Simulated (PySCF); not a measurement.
Run record: excited-state job, `C[AsH]C(C)(C)C`.

Computed with TDDFT CAM-B3LYP/def2-SVPD, vertical, gas phase, core orbitals frozen in the response (PySCF 2.14.0, density-fitted response routines). Geometry: GFN2-xTB. The input is one job of a driver script: a line of settings, then coordinates in Å.

Input:
```
{"job": {"kind": "uv", "xc": "CAM-B3LYP", "basis": "def2-SVPD", "nstates": 8, "ntriplets": 3}, "charge": 0, "multiplicity": 1}
C      2.516229    -0.329597     0.005515
As     1.237397     1.082838    -0.510384
C     -0.527085     0.171255    -0.121978
C     -0.830174    -0.788184    -1.269202
C     -1.591709     1.266650    -0.088046
C     -0.530782    -0.584831     1.199083
H      2.450844    -1.159686    -0.697749
H      2.344996    -0.699743     1.013390
H      3.529298     0.069624    -0.048179
H      1.289470     1.770592     0.832661
H     -0.078611    -1.576986    -1.322208
H     -1.805321    -1.258356    -1.137567
H     -0.833971    -0.252499    -2.220517
H     -2.584863     0.839268     0.055925
H     -1.395473     1.964626     0.727061
H     -1.589162     1.826834    -1.025097
H      0.161936    -1.424665     1.169572
H     -0.248176     0.074444     2.021079
H     -1.524648    -0.982334     1.409178
```

Task: Estimate the output.

Result: 
```
coarse grid: 65368 points
cycle   1  E = -2433.7835093348  dE = -3.505e-01  |g| = 3.742e-01  |ddm| = 8.701e+00
cycle   2  E = -2433.7971037193  dE = -1.359e-02  |g| = 3.061e-01  |ddm| = 1.539e+00
cycle   3  E = -2433.8162140532  dE = -1.911e-02  |g| = 3.847e-02  |ddm| = 7.924e-01
cycle   4  E = -2433.8165315184  dE = -3.175e-04  |g| = 2.088e-02  |ddm| = 1.390e-01
cycle   5  E = -2433.8166454125  dE = -1.139e-04  |g| = 3.869e-03  |ddm| = 5.957e-02
cycle   6  E = -2433.8166493466  dE = -3.934e-06  |g| = 9.360e-04  |ddm| = 1.209e-02
final grid: 138952 points
cycle   7  E = -2433.8165784409  dE = -2.309e-07  |g| = 9.010e-04  |ddm| = 1.986e-02
cycle   8  E = -2433.8165784107  dE =  3.022e-08  |g| = 9.994e-04  |ddm| = 5.957e-03
cycle   9  E = -2433.8165786640  dE = -2.532e-07  |g| = 6.073e-05  |ddm| = 2.426e-03
cycle  10  E = -2433.8165786651  dE = -1.112e-09  |g| = 2.272e-05  |ddm| = 2.266e-04
cycle  11  E = -2433.8165786653  dE = -1.955e-10  |g| = 1.115e-05  |ddm| = 1.227e-04
converged SCF energy = -2433.8165786653

Static polarisability (au): isotropic 94.098, principal 84.865 90.831 106.598

Singlet excitations
state   eV       nm        f      main configurations
  1   6.1237    202.5   0.03891   H->L 0.82, H->L+2 0.10
  2   6.3940    193.9   0.11262   H->L+1 0.72, H->L+2 0.19
  3   6.8413    181.2   0.17640   H->L+2 0.50, H->L+1 0.16, H->L+4 0.13
  4   7.4638    166.1   0.01822   H->L+3 0.40, H->L+4 0.27, H->L 0.10
  5   7.5906    163.3   0.02194   H-1->L 0.68, H-1->L+2 0.14
  6   7.8067    158.8   0.02711   H->L+4 0.45, H->L+3 0.40
  7   8.0116    154.8   0.03736   H-1->L+1 0.63
  8   8.0875    153.3   0.05826   H->L+5 0.34, H->L+6 0.24, H-1->L+1 0.12

Triplet excitations (Tamm-Dancoff, eV): 5.1803 5.3989 6.4264
```

The SCF starts on a coarse grid where the log names one; the energy can jump when the final grid takes over, and dE then counts from the start density on the new grid. H and L stand for HOMO and LUMO; the number after each pair is its weight.

Task: Which computed singlet has the largest oscillator strength, and what do all of them sum to?

Result: State 3 at 6.84 eV (181 nm), f = 0.176; the 8 states sum to 0.491.

Task: Give S1 in cm⁻¹ and kJ/mol.

Result: 6.1237 eV × 8065.54 = 49391 cm⁻¹; × 96.485 = 590.8 kJ/mol.

Main results: HOMO -7.95 eV, LUMO 1.10 eV; lowest singlet 6.12 eV; lowest triplet 5.18 eV (Tamm–Dancoff); mean polarisability 94.1 au.

 The CAM-B3LYP/def2-SVPD calculation is non-relativistic and has no spin–orbit coupling, an omission that weighs most on arsenic.

Task: How long does this job take on Arm Neoverse V2, one thread, on a shared host?

Result: About 53 s.
Labels such as C1 count atoms from 1, the log's own numbers from 0.
